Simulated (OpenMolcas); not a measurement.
**Co2+: effect of the active space**

| Quantity | Value |
| --- | --- |
| Program | OpenMolcas 26.06 |
| Method | CASSCF |
| Basis | ANO-RCC-MB |
| Scalar Hamiltonian | DKH2, point nucleus |
| Spin-orbit coupling | state interaction with AMFI integrals over the reference wave functions, term energies averaged over their components |

A. 7 electrons in 5 orbitals (3d); 2S+1 = 4 even, 10 roots; 2S+1 = 2 even, 40 roots; cost of the order of 6 core-seconds
B. 7 electrons in 6 orbitals (3d 4s); 2S+1 = 4 even, 10 roots; 2S+1 = 2 even, 40 roots kept (CI in the orbitals of an earlier block); cost about 24 core-seconds

Energies in eV above 3d⁷ ⁴F_9/2, the measured ground level; measured values from Sugar and Corliss, J. Phys. Chem. Ref. Data 10, 1097 (1981).

```csv
Level,A,B,Measured
3d⁷ ⁴F_9/2,0.0000,0.0000,0.0000
3d⁷ ⁴F_7/2,0.0959,0.0959,0.1043
3d⁷ ⁴F_5/2,0.1667,0.1667,0.1799
3d⁷ ⁴F_3/2,0.2155,0.2155,0.2315
3d⁷ ²G_9/2,2.1956,2.1947,2.1050
3d⁷ ⁴P_5/2,2.2119,2.2092,1.8848
3d⁷ ⁴P_3/2,2.2451,2.2425,1.9129
3d⁷ ²G_7/2,2.2873,2.2863,2.2027
3d⁷ ⁴P_1/2,2.2895,2.2868,1.9604
3d⁷ ²P_3/2,2.9113,2.9098,2.5038
3d⁷ ²H_11/2,2.9265,2.9267,2.8170
3d⁷ ²P_1/2,3.0071,3.0059,
3d⁷ ²H_9/2,3.0072,3.0074,2.9055
3d⁷ ²D_5/2(1),3.1679,3.1643,2.8589
3d⁷ ²D_3/2(1),3.3103,3.3069,3.0050
3d⁷ ²F_5/2,5.0834,5.0802,4.5900
3d⁷ ²F_7/2,5.1235,5.1202,4.6267
3d⁷ ²D_3/2(2),7.9347,7.9290,
3d⁷ ²D_5/2(2),7.9812,7.9755,
```

Deviations, from unrounded energies. A percentage is the sum of absolute deviations over the sum of measured energies, with the sign that they share, or ± where signs differ.

| Against measurement | Levels | A | B |
| --- | --- | --- | --- |
| mean absolute deviation (cm-1) | 15 | 1800 | 1800 |
| fine structure of the ground term (%) | 3 | -7.3 | -7.3 |
| other terms of the ground configuration (%) | 12 | +10.1 | +10.1 |

A, B lie about equally close to measurement. The largest miss of B in the table is 3d⁷ ²F_7/2, by +4000 cm-1. The ranking rests on the paired levels alone, and a cruder setting can come out closer through cancelling errors.

Between A and B the level of the table that moves most is 3d⁷ ²D_5/2(2), by 47 cm-1 (lowest in B, highest in A).

Without dynamic correlation excited terms often stand tens of per cent too high (terms of higher spin than the ground term too low), and those without a measured partner can miss by more than the paired ones. Terms from blocks run as CI alone lack orbitals of their own (holds for B). Computed and measured levels are paired by configuration, term and J; levels that our copy of the source lacks, or whose pairing is in doubt (as where it misses far off the trend of its configuration), stay unpaired and out of the deviations. Levels of configurations outside the active space are missing.

A number in round brackets counts repeated terms of one configuration in the order of the reference energies.
